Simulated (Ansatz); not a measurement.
`N[SiH2]OBF` at its PBE0-D4/def2-TZVP geometry, where that method's forces vanish. The species carries charge 0 and has multiplicity 1.

```tsv
atom	x (Å)	y (Å)	z (Å)
N1	-1.575	-1.299	0.249
Si2	-0.495	-0.234	-0.512
O3	0.662	0.364	0.532
B4	1.699	1.201	0.413
F5	1.982	1.757	-0.766
H6	-1.308	-2.242	0.480
H7	-2.306	-0.962	0.853
H8	-1.267	0.922	-1.020
H9	0.216	-0.979	-1.576
H10	2.394	1.472	1.347
```

(1) For each bond, give half the difference of the two atoms' forces along it (eV/Å; positive pushes the atoms apart) under PBE-D4, r2SCAN-D4, B3LYP-D4, ωB97M-V in def2-TZVPP. (Estimate.)

## Answers

(1) Computed: 
| bond | length (Å) | PBE-D4 | r2SCAN-D4 | B3LYP-D4 | ωB97M-V |
| --- | --- | --- | --- | --- | --- |
| N1–Si2 | 1.697 | 0.03 | 0.00 | 0.09 | 0.10 |
| N1–H6 | 1.006 | 0.19 | 0.02 | -0.01 | -0.03 |
| N1–H7 | 1.006 | 0.19 | 0.02 | -0.01 | -0.03 |
| Si2–O3 | 1.669 | 0.19 | -0.03 | 0.10 | 0.05 |
| Si2–H8 | 1.480 | 0.01 | -0.03 | -0.11 | -0.16 |
| Si2–H9 | 1.480 | 0.01 | -0.03 | -0.11 | -0.16 |
| O3–B4 | 1.338 | 0.17 | 0.14 | 0.04 | 0.14 |
| B4–F5 | 1.334 | 0.42 | 0.13 | 0.23 | 0.23 |
| B4–H10 | 1.195 | -0.11 | -0.13 | -0.22 | -0.26 |

B3LYP here is the variant with VWN-RPA as its local correlation; programs differ in this.
